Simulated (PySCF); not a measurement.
C6H13OP.
SMILES with atom numbers: `[CH3:1][P@@H:2](=[O:3])[CH:4]1[CH2:5][CH2:6][CH2:7][CH2:8]1`

Structure used (PBE0-D3(BJ)/def2-SVP), in Å, numbered top down from 1:
```
atom  x, y, z in Å
C1     2.6393    0.0896    0.6990
P2     1.0161    0.8667    0.4663
O3     1.0487    2.2756   -0.0375
C4     0.0674   -0.3069   -0.5832
C5    -0.5294   -1.4610    0.2417
C6    -1.9738   -1.0231    0.5867
C7    -2.1665    0.3600   -0.0555
C8    -1.1446    0.4068   -1.1879
H9     2.5447   -0.9462    1.0576
H10    3.1688    0.0988   -0.2653
H11    3.2207    0.6784    1.4224
H12    0.4187    0.6940    1.7573
H13    0.7744   -0.6545   -1.3548
H14    0.0647   -1.6877    1.1432
H15   -0.5323   -2.3842   -0.3573
H16   -2.6930   -1.7439    0.1686
H17   -2.1531   -1.0002    1.6719
H18   -1.9382    1.1605    0.6684
H19   -3.1977    0.5333   -0.3972
H20   -1.5041   -0.1608   -2.0629
H21   -0.8991    1.4278   -1.5157
```

NICS = −σ at a ghost point: NICS(0) at the centroid of the ring atoms, NICS(1) 1 Å to either side along the normal of their mean plane, zz for the tensor component along that normal. Level: GIAO PBE/pcSseg-1 (PySCF, non-relativistic, gas phase) on the PBE0-D3(BJ)/def2-SVP geometry, one conformer.

Ring bond lengths (Å): C4–C5 1.539, C5–C6 1.548, C6–C7 1.537, C7–C8 1.526, C8–C4 1.531.

**Question.** Give the NICS values of each ring in ppm.

**Answer.** 
```
          ring                                            type  NICS(0)  NICS(1), two faces  NICS(1)zz, two faces  rms pucker (Å)  centre to ring atoms, mean (Å)
C4–C5–C6–C7–C8  5-membered carbocycle; formal bonds all single     -5.7         -3.5 / -4.1           -5.0 / -5.0            0.17                            1.29
```

**Question.** What do they say, and how far can they be read as aromaticity?

**Answer.** 
- C4–C5–C6–C7–C8: mean NICS(1)zz -5.0 ppm, shielded. C4, C5, C6, C7, C8 have four or more neighbours, so the value isn't read as a sign of a π ring current.

**Question.** What are the shieldings of the ring atoms and their hydrogens in the same run (means over atoms taken as equivalent)?

**Answer.** 
| atoms | environment | σ isotropic (ppm) |
| --- | --- | --- |
| C4 | sp3 carbon bound to phosphorus | 134.0 |
| C5 | ring CH2 carbon | 152.9 |
| C6 | ring CH2 carbon | 153.3 |
| C7 | ring CH2 carbon | 151.7 |
| C8 | ring CH2 carbon | 149.5 |
| H13 | methine hydrogen | 29.46 |
| H14 | methylene hydrogen | 30.03 |
| H15 | methylene hydrogen | 29.46 |
| H16 | methylene hydrogen | 29.55 |
| H17 | methylene hydrogen | 29.51 |
| H18 | methylene hydrogen | 29.63 |
| H19 | methylene hydrogen | 29.55 |
| H20 | methylene hydrogen | 29.74 |
| H21 | methylene hydrogen | 28.45 |

The list is cut; further classes of hydrogen are left out.

**Question.** How do the values depend on the level or the medium?

**Answer.** 
| level | NICS(0), C4–C5–C6–C7–C8 | mean NICS(1)zz, C4–C5–C6–C7–C8 |
| --- | --- | --- |
| PBE/pcSseg-1, gas | -5.7 | -5.0 |
| PBE0/pcSseg-1, gas | -6.0 | -5.1 |
| PBE0/pcSseg-1, IEF-PCM dichloromethane | -5.9 | -5.1 |
| PBE0/pcSseg-1, IEF-PCM methanol | -5.9 | -5.1 |

The geometry is the same throughout; the continuum's cavity takes Bondi-type radii × 1.2.
